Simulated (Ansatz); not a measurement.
Gas-phase electronic energies from Ansatz, PBE0-D4/def2-TZVP geometries. CCSD(T)/CBS is the MP2 limit (def2-TZVPP, def2-QZVPP) plus CCSD(T) − MP2 in def2-TZVPP, frozen cores. Functionals use def2-TZVPP. B3LYP here is the variant with VWN-RPA as its local correlation; programs differ in this. Each species was taken in one conformer, which may not be the lowest.

`CO[SiH2][SiH2]O` + `CSBO[SiH3]` → `O[SiH2]BO[SiH3]` + `CO[SiH2]SC`  (redistribution)

```
             level  ΔE (kJ/mol)
         r2SCAN-D4         37.0
           PBE0-D4         36.0
          B3LYP-D4         32.5
           ωB97X-V         30.7
   CCSD/def2-TZVPP         28.8
SCS-MP2/def2-QZVPP         26.3
     MP2/CBS(def2)         28.8
    CCSD/CBS(def2)         27.2
```

What does CCSD(T)/CBS give? (Best estimate.)

Computed: +29.5 kJ/mol. The listed levels differ from it by 7.5, 6.5, 3.0, 1.2, -0.7, -3.2, -0.7, -2.3 kJ/mol.

Largest T1 diagnostic among the species: 0.013.

In def2-TZVPP, CCSD(T) changes the Hartree–Fock value by +9.8 kJ/mol (the triples alone add +2.3 kJ/mol) and MP2 by +9.1 kJ/mol.

CCSD(T)/CBS has its own doubt, a few kJ/mol and more with outer-core shells, so smaller differences from it don't rank the levels.
